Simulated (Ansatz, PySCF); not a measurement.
Br₃Sb, SMILES [Br][Sb+]([Br])[Br], charge +1, multiplicity 2. Atoms are numbered in the order given.

```xyz
4

Sb     0.0000     0.0000    -0.5797
Br     2.0021    -1.1559     0.3304
Br     0.0000     2.3119     0.3304
Br    -2.0021    -1.1559     0.3304
```
Charge +1, spin multiplicity 2.

Coordinates come from a B3LYP-D3(BJ)/def2-SVP optimisation. The def2 effective core potentials stand for the cores of Sb; spin–orbit coupling is left out.

Two levels are set side by side: PBE-D3(BJ)/def2-SVP (Ansatz, a program for electronic structure) and B3LYP-D3(BJ)/def2-SVP (Ansatz). Each level has its own optimised geometry; the coordinates shown are those of the second. Frequencies come from the Hessian of PySCF at each geometry. Differences are taken from unrounded values.

| quantity | B3LYP-D3(BJ) |
|---|---|
| mean bond length (Å) | 2.485 |
| bond Sb1–Br2 (Å) | 2.485 |
| bond Sb1–Br3 (Å) | 2.485 |
| bond Sb1–Br4 (Å) | 2.485 |
| highest harmonic wavenumber (cm⁻¹) | 259 |
| mean harmonic wavenumber (cm⁻¹) | 161 |
| zero-point energy (kcal/mol) | 1.38 |

What does PBE-D3(BJ) give, and how far is it from B3LYP-D3(BJ)? (The exact figures need the calculation; the answer reports its results.)


```
quantity                            PBE-D3(BJ)  PBE-D3(BJ) minus B3LYP-D3(BJ)
----------------------------------  ----------  -----------------------------
mean bond length (Å)                     2.492                          0.008
bond Sb1–Br2 (Å)                         2.492                          0.008
bond Sb1–Br3 (Å)                         2.492                          0.008
bond Sb1–Br4 (Å)                         2.492                          0.008
highest harmonic wavenumber (cm⁻¹)         252                             -7
mean harmonic wavenumber (cm⁻¹)            156                             -5
zero-point energy (kcal/mol)              1.34                          -0.04
```

GGA bonds tend to be longer and softer than those of functionals with exact exchange. Differences between two approximate levels are no errors against the true value.
